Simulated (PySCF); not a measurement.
Species: C5H11PS.
Z-matrix (Å and degrees, GFN2-xTB geometry), rows numbered from 1:
```
C 
C   1  1.3227
P   2  1.8142  1  120.35
S   3  1.9281  2  116.49  1     5.28
C   3  1.8604  2  104.88  1  -125.37
C   5  1.5227  3  107.81  2  -167.28
C   5  1.5217  3  108.13  2    71.21
H   1  1.0779  2  122.86  3   179.80
H   1  1.0808  2  120.02  3    -0.45
H   2  1.0824  1  123.00  3  -179.78
H   3  1.4051  2  100.59  1   131.18
H   5  1.0962  3  107.88  2   -48.19
H   6  1.0898  5  109.80  3   -58.96
H   6  1.0885  5  110.72  3  -178.78
H   6  1.0902  5  110.74  3    60.61
H   7  1.0884  5  110.74  3   177.40
H   7  1.0900  5  109.58  3    57.65
H   7  1.0904  5  110.84  3   -61.84
```

Computed, not measured: PySCF 2.14.0, density-fitted response routines, TDDFT CAM-B3LYP/def2-SVPD, vertical, gas phase, core orbitals frozen in the response.

Broadening: Gaussians 0.3 eV wide at half height, area fixed by f = 4.319×10⁻⁹ ∫ε dν̃. The width is an assumption, not a result. The curve ends short of the highest state used, and states not computed would add to its high-energy end.

E (eV), ε (L mol⁻¹ cm⁻¹) and a bar:
```
     4.71          0 
     4.75          0 
     4.79          1 
     4.83          3 
     4.87          8 
     4.91         20 
     4.94         37 
     4.98         78 
     5.02        152 #
     5.06        271 #
     5.10        437 ##
     5.14        641 ###
     5.18        855 ####
     5.21        996 #####
     5.25       1120 #####
     5.29       1143 #####
     5.33       1058 #####
     5.37        888 ####
     5.41        676 ###
     5.45        467 ##
     5.48        334 ##
     5.52        204 #
     5.56        134 #
     5.60        134 #
     5.64        220 #
     5.68        430 ##
     5.71        700 ###
     5.75       1252 ######
     5.79       2049 ##########
     5.83       3062 ###############
     5.87       4182 ####################
     5.91       5227 #########################
     5.95       5996 #############################
     5.98       6299 ##############################
     6.02       6308 ##############################
     6.06       5947 ############################
     6.10       5409 ##########################
     6.14       4919 #######################
     6.18       4644 ######################
     6.22       4633 ######################
     6.25       4754 #######################
     6.29       4955 ########################
     6.33       5027 ########################
     6.37       4825 #######################
```

**Question.** Where are the band maxima, and which computed states make them?

**Answer.** 235 nm (5.28 eV), ε about 1100, made up of S2 (99%); 207 nm (6.00 eV), ε about 6400, made up of S3 (48%) and S4 (46%); 196 nm (6.32 eV), ε about 5000, made up of S5 (15%) and S6 (81%) (ε in L mol⁻¹ cm⁻¹; maxima over ε = 5, shares over 10%). The states used: S1 5.16 eV (f 0.0002); S2 5.28 eV (f 0.013); S3 5.95 eV (f 0.037); S4 6.02 eV (f 0.033); S5 6.21 eV (f 0.012); S6 6.36 eV (f 0.047); S7 6.78 eV (f 0.0093); S8 6.97 eV (f 0.047).

**Question.** Coming from long wavelengths, where does ε first pass 100 L mol⁻¹ cm⁻¹?

**Answer.** At about 248 nm (4.99 eV), 0.17 eV below S1.

**Question.** What would ε be at 6.00 eV, the highest of these maxima, with half the width (0.15 eV)?

**Answer.** About 10600 L mol⁻¹ cm⁻¹ against 6360, a factor of about 1.7; a lone state at its own centre would give exactly 2.

**Question.** On this curve, what absorbance would a 10⁻⁴ mol/L sample give at 248 nm over a 1 cm path?

**Answer.** 248 nm is 4.999 eV, where ε is about 110 L mol⁻¹ cm⁻¹, so A = ε c l ≈ 0.011 (Beer–Lambert, with the gas-phase spectrum and the assumed width).

One conformer stands for the species.
